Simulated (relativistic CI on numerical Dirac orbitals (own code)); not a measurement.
**Electric-dipole lines of Nd58+**

Calculated at this level of theory: Dirac-Coulomb-Breit CI, orbitals from a KLI potential per configuration, model QED (radiative potential, 1s self-energy scaled to tabulated hydrogen-like ionisation energies), unscaled Slater integrals (own radial code, finite nucleus).

CI space: 1s2, 1s 2s, 1s 2p, 1s 3s, 1s 3p, 1s 3d, 1s 4s, 1s 4p, 1s 4d, 1s 4f, 1s 5s, 1s 5p, 1s 5d, 1s 5f, 1s 5g, 1s 6s, 1s 6p, 1s 6d, 2s2. Levels of other configurations are missing.

| λ vac (Å) | Lower | Upper | A (s⁻¹) | log gf | S velocity/length |
| --- | --- | --- | --- | --- | --- |
| 0.3232 | 1s2 1S_0 [1] | 1s 2p 1P°_1 [7] | 1.02e+16 | -0.32 | 1.00 |
| 1.3725 | 1s 2p 3P°_2 [6] | 1s 4d 3D_3 [26] | 2.52e+14 | -0.30 | 1.00 |
| 1.6837 | 1s 2s 3S_1 [2] | 1s 3p 3P°_2 [12] | 2.52e+14 | -0.27 | 1.00 |
| 1.7020 | 1s 2p 3P°_1 [3] | 1s 3d 3D_2 [13] | 7.03e+14 | 0.18 | 1.00 |
| 1.7045 | 1s 2p 3P°_0 [4] | 1s 3d 3D_1 [14] | 4.71e+14 | -0.21 | 1.00 |
| 1.8441 | 1s 2p 3P°_2 [6] | 1s 3d 3D_3 [16] | 7.81e+14 | 0.45 | 1.00 |
| 1.8545 | 1s 2p 1P°_1 [7] | 1s 3d 1D_2 [17] | 6.99e+14 | 0.26 | 1.00 |
| 3.6050 | 1s 3d 3D_2 [13] | 1s 5f 3F°_3 [41] | 5.34e+13 | -0.14 | 1.00 |
| 3.6584 | 1s 3d 3D_3 [16] | 1s 5f 3F°_4 [44] | 5.51e+13 | 0.00 | 1.00 |
| 4.8525 | 1s 3s 3S_1 [8] | 1s 4p 3P°_2 [22] | 3.20e+13 | -0.25 | 1.00 |
| 4.8912 | 1s 3p 3P°_1 [9] | 1s 4d 3D_2 [23] | 6.95e+13 | 0.10 | 1.00 |
| 5.2204 | 1s 3p 3P°_2 [12] | 1s 4d 3D_3 [26] | 8.48e+13 | 0.38 | 1.00 |
| 5.2396 | 1s 3d 3D_2 [13] | 1s 4f 3F°_3 [27] | 1.60e+14 | 0.66 | 1.00 |
| 5.2433 | 1s 3d 3D_1 [14] | 1s 4f 3F°_2 [28] | 1.44e+14 | 0.47 | 1.00 |
| 5.2439 | 1s 3p 1P°_1 [15] | 1s 4d 1D_2 [29] | 7.65e+13 | 0.20 | 1.00 |
| 5.3400 | 1s 3d 3D_3 [16] | 1s 4f 3F°_4 [30] | 1.67e+14 | 0.81 | 1.00 |
| 5.3434 | 1s 3d 1D_2 [17] | 1s 4f 1F°_3 [31] | 1.59e+14 | 0.68 | 1.00 |
| 10.638 | 1s 4p 3P°_1 [19] | 1s 5d 3D_2 [37] | 1.37e+13 | 0.07 | 1.00 |
| 11.266 | 1s 4p 3P°_2 [22] | 1s 5d 3D_3 [40] | 1.76e+13 | 0.37 | 1.00 |
| 11.303 | 1s 4d 3D_2 [23] | 1s 5f 3F°_3 [41] | 2.95e+13 | 0.60 | 1.00 |
| 11.310 | 1s 4d 3D_1 [24] | 1s 5f 3F°_2 [42] | 2.65e+13 | 0.41 | 1.00 |
| 11.311 | 1s 4p 1P°_1 [25] | 1s 5d 1D_2 [43] | 1.60e+13 | 0.19 | 1.00 |
| 11.489 | 1s 4d 3D_3 [26] | 1s 5f 3F°_4 [44] | 3.13e+13 | 0.75 | 1.00 |
| 11.491 | 1s 4f 3F°_3 [27] | 1s 5g 3G_4 [45] | 5.02e+13 | 0.95 | 1.00 |
| 11.495 | 1s 4f 3F°_2 [28] | 1s 5g 3G_3 [46] | 4.78e+13 | 0.82 | 1.00 |
| 11.496 | 1s 4d 1D_2 [29] | 1s 5f 1F°_3 [47] | 2.98e+13 | 0.62 | 1.00 |
| 11.578 | 1s 4f 3F°_4 [30] | 1s 5g 3G_5 [48] | 5.15e+13 | 1.06 | 1.00 |
| 11.581 | 1s 4f 1F°_3 [31] | 1s 5g 1G_4 [49] | 5.01e+13 | 0.96 | 1.00 |
| 20.751 | 1s 5p 3P°_2 [36] | 1s 6d 3D_3 [58] | 5.27e+12 | 0.38 | 1.00 |
| 20.827 | 1s 5p 1P°_1 [39] | 1s 6d 1D_2 [59] | 4.79e+12 | 0.19 | 1.00 |

Terms are leading LS components. Brackets give the number of a level in order of energy, since labels repeat. The list gives strong lines, with weight on those to low levels, among the lowest 59 of 60 levels, so that lines to higher ones, which can be the strongest, are missing. Levels whose partners in the same complex of configurations lie outside the list can be far off, and so can their lines. Rates are taken at the computed energies, electric ones in the length gauge. A velocity-to-length ratio far from 1 marks an uncertain rate.

At this charge energies of transitions that change n are usually good to better than 1 %, and those within a shell (Δn = 0) to a few per cent.

From the table, what is the radiative lifetime of 1s 4d 3D_3?

The listed rates from this level add up to about 3.37e+14 s⁻¹, 100 % of its decay; with all channels τ = 2.96e-15 s.

LS names give the leading component of a level, which can be under half, so a name can repeat, a term be missing and a line seem to break the LS rules.
